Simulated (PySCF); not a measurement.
PySCF job for B(F)(H)(SH) (BFH₂S), SMILES FBS, PBE0/pcSseg-2. Geometry: B3LYP-D3(BJ)/def2-TZVP. One conformer was computed; it need not be the lowest.

```python
import numpy as np
from pyscf import gto, scf, dft
from pyscf.prop.nmr import rks as nmr

mol = gto.M(
    atom='''
    B    -0.54102914   -0.60033001    0.00000000
    F     0.28857757   -1.63572804   -0.00000000
    H    -1.71455242   -0.79122974    0.00000000
    S     0.17637495    1.05096733    0.00000000
    H    -0.99949926    1.69895488   -0.00000001
    ''',
    basis='pcSseg-2',
    charge=0,
    spin=0,
    max_memory=1600,
    verbose=3,
)
mf = dft.RKS(mol, xc='pbe0')
mf.grids.level = 3
mf.conv_tol = 1e-10
mf.max_cycle = 100
mf.kernel()
n = nmr.NMR(mf)
n.verbose = 2
n.max_cycle_cphf = 60
sigma = n.kernel()
print('atom   isotropic/ppm   span/ppm')
for i, s in enumerate(sigma):
    w = np.linalg.eigvalsh((s + s.T) / 2)
    print(f'{mol.atom_symbol(i):2s}{i + 1:3d} {w.mean():14.3f} {w[2] - w[0]:11.3f}')
```

Output:

```
converged SCF energy = -523.966244830841
atom   isotropic/ppm   span/ppm
B   1         47.380      97.699
F   2        205.932     431.677
H   3         25.414       7.058
S   4        529.757     367.880
H   5         28.878      12.662
```

The run converged.

Cost: very roughly 17 core-seconds.
